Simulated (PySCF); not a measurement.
A structure optimised at PBE-D3(BJ)/def2-SVP, used in a PySCF frequency run:

```
C
C 1 1.3518
F 2 1.3339 1 125.42
H 1 1.1015 2 114.36 3 180.00
H 2 1.1031 3 112.44 1 180.00
C 1 1.4570 4 114.66 2 180.00
C 6 1.3547 1 123.05 4 0.00
H 7 1.0980 6 121.40 1 180.00
H 7 1.1001 8 118.80 6 180.00
Cl 6 1.7538 7 118.88 8 0.00
```

Task: Write its SMILES, formula and point group.

Result: C=C(Cl)/C=C\F, C₄H₄ClF, Cs

Task: What are its rotational constants (standard atomic weights)?

Result: 4.3427, 2.3032, 1.5050 GHz
